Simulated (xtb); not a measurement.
xtb input (GFN2-xTB):

```bash
xtb mol.xyz --gfn 2 --sp --chrg 1 --uhf 0
```
mol.xyz:
```
7

Si    -0.16513467     0.01419028    -0.12126737
Br    -0.63329336    -1.59610348     1.24387790
Br    -0.15542450     1.99028727     0.75169394
Br     1.35534980    -0.43346442    -1.58920719
O     -1.65264368     0.14227750    -1.21389874
H     -2.47928909     0.54798651    -0.89598058
H     -1.81979412    -0.51004847    -1.91784899
```

End of the output:

```
         :::::::::::::::::::::::::::::::::::::::::::::::::::::
         ::                     SUMMARY                     ::
         :::::::::::::::::::::::::::::::::::::::::::::::::::::
         :: total energy             -18.715499461436 Eh    ::
         :: gradient norm              0.013440176725 Eh/a0 ::
         :: HOMO-LUMO gap              5.151729991464 eV    ::
         ::.................................................::
         :: SCC energy               -18.781656161456 Eh    ::
         :: -> isotropic ES            0.134679295472 Eh    ::
         :: -> anisotropic ES          0.015807325958 Eh    ::
         :: -> anisotropic XC         -0.010587163815 Eh    ::
         :: -> dispersion             -0.007257686791 Eh    ::
         :: repulsion energy           0.066156700021 Eh    ::
         :: add. restraining           0.000000000000 Eh    ::
         :: total charge               1.000000000000 e     ::
         :::::::::::::::::::::::::::::::::::::::::::::::::::::

           -------------------------------------------------
          |                Property Printout                |
           -------------------------------------------------

    * Orbital Energies and Occupations

         #    Occupation            Energy/Eh            Energy/eV
      -------------------------------------------------------------
         1        2.0000           -1.0864253             -29.5631
       ...           ...                  ...                  ...
         4        2.0000           -0.9882928             -26.8928
         5        2.0000           -0.8893243             -24.1997
         6        2.0000           -0.8727768             -23.7495
         7        2.0000           -0.7917279             -21.5440
         8        2.0000           -0.7651151             -20.8198
         9        2.0000           -0.6760192             -18.3954
        10        2.0000           -0.6727617             -18.3068
        11        2.0000           -0.6378752             -17.3575
        12        2.0000           -0.6315168             -17.1844
        13        2.0000           -0.6314978             -17.1839
        14        2.0000           -0.6253480             -17.0166
        15        2.0000           -0.6240061             -16.9801
        16        2.0000           -0.6192957             -16.8519 (HOMO)
        17                         -0.4299731             -11.7002 (LUMO)
        18                         -0.3877170             -10.5503
        19                         -0.3796484             -10.3308
        20                         -0.3744042             -10.1881
        21                         -0.2391418              -6.5074
        22                         -0.2386554              -6.4941
        23                         -0.2090229              -5.6878
        24                         -0.2056163              -5.5951
        25                         -0.2012508              -5.4763
        26                         -0.1659371              -4.5154
        27                         -0.1637339              -4.4554
       ...                                ...                  ...
        42                          1.3292569              36.1709
      -------------------------------------------------------------
                  HL-Gap            0.1893226 Eh            5.1517 eV
             Fermi-level           -0.5246344 Eh          -14.2760 eV

     #   Z          covCN         q      C6AA      α(0)
     1  14 Si       3.234     0.585   129.767    23.674
     2  35 Br       0.863    -0.005   184.970    21.928
     3  35 Br       0.858     0.005   184.686    21.911
     4  35 Br       0.858     0.005   184.686    21.911
     5   8 O        2.352    -0.363    20.095     6.054
     6   1 H        0.804     0.387     0.509     1.121
     7   1 H        0.804     0.387     0.509     1.121

 Mol. C6AA /au·bohr⁶  :       3331.466936
 Mol. C8AA /au·bohr⁸  :     196353.711968
 Mol. α(0) /au        :         97.720862

Wiberg/Mayer (AO) data.
largest (>0.10) Wiberg bond orders for each atom

 ---------------------------------------------------------------------------
     #   Z sym  total        # sym  WBO       # sym  WBO       # sym  WBO
 ---------------------------------------------------------------------------
     1  14 Si   4.388 --     3 Br   1.267     4 Br   1.267     2 Br   1.248
                             5 O    0.597
     2  35 Br   1.463 --     1 Si   1.248
     3  35 Br   1.482 --     1 Si   1.267
     4  35 Br   1.482 --     1 Si   1.267
     5   8 O    2.376 --     6 H    0.833     7 H    0.833     1 Si   0.597
     6   1 H    0.850 --     5 O    0.833
     7   1 H    0.850 --     5 O    0.833
 ---------------------------------------------------------------------------

Topologies differ in total number of bonds
Writing topology from bond orders to xtbtopo.mol

molecular dipole:
                 x           y           z       tot (Debye)
 q only:       -2.176      -0.024      -1.379
   full:       -2.277      -0.009      -1.460       6.875
molecular quadrupole (traceless):
                xx          xy          yy          xz          yz          zz
 q only:        7.059      -0.493      -6.203       7.967       1.452      -0.855
  q+dip:       11.196      -0.468      -9.901      13.036       1.406      -1.294
   full:       11.955      -0.512     -10.602      13.990       1.432      -1.353

           -------------------------------------------------
          | TOTAL ENERGY              -18.715499461436 Eh   |
          | GRADIENT NORM               0.013440176725 Eh/α |
          | HOMO-LUMO GAP               5.151729991464 eV   |
           -------------------------------------------------

------------------------------------------------------------------------
------------------------------------------------------------------------
Note: The following floating-point exceptions are signalling: IEEE_DENORMAL
normal termination of xtb
 total:
 SCF:
```

It need not be the lowest isomer of its formula.
